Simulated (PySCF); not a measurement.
Delta-SCF ions had no search for a lower state. Excitations are Tamm–Dancoff values on a coarser integration grid. The basis has no diffuse functions, so Rydberg states are missing or too high.

Z-matrix (Å, degrees):
```
C
C 1 1.5427
H 2 1.1032 1 108.18
H 2 1.1032 3 104.78 1 115.23
C 2 1.5208 3 109.10 4 116.71
H 5 1.1007 2 110.59 3 -56.96
H 5 1.1010 6 107.13 2 -122.48
H 5 1.1010 6 107.13 7 -115.03
C 1 1.5427 2 106.59 3 56.49
H 9 1.1032 1 108.18 2 -56.49
H 9 1.1032 10 104.78 1 -115.23
C 9 1.5208 10 109.10 11 -116.71
H 12 1.1007 9 110.59 10 56.96
H 12 1.1010 13 107.13 9 122.48
H 12 1.1010 13 107.13 14 115.03
C 1 1.5427 2 110.93 3 -64.38
H 16 1.1032 1 108.18 2 -64.38
H 16 1.1032 17 104.78 1 115.23
C 16 1.5208 17 109.10 18 116.71
H 19 1.1007 16 110.59 17 -56.96
H 19 1.1010 20 107.13 16 -122.48
H 19 1.1010 20 107.13 21 -115.03
C 1 1.5427 2 110.93 3 177.36
H 23 1.1032 1 108.18 2 64.38
H 23 1.1032 24 104.78 1 -115.23
C 23 1.5208 24 109.10 25 -116.71
H 26 1.1007 23 110.59 24 56.96
H 26 1.1010 27 107.13 23 122.48
H 26 1.1010 27 107.13 28 115.03
```
Charge 0, multiplicity 1.

Problem. What HOMO, S1 excitation (TDA), S1–T1 gap (TDA), vertical ionisation energy (Delta-SCF) and S1 oscillator strength does PBE-D3(BJ)/def2-TZVP // PBE0-D3(BJ)/def2-SVP run with PySCF give?

Solution. 
```yaml
HOMO: -6.96 eV
S1 excitation (TDA): 7.10 eV
S1–T1 gap (TDA): 0.09 eV
vertical ionisation energy (Delta-SCF): 9.38 eV
S1 oscillator strength: 0.002
```
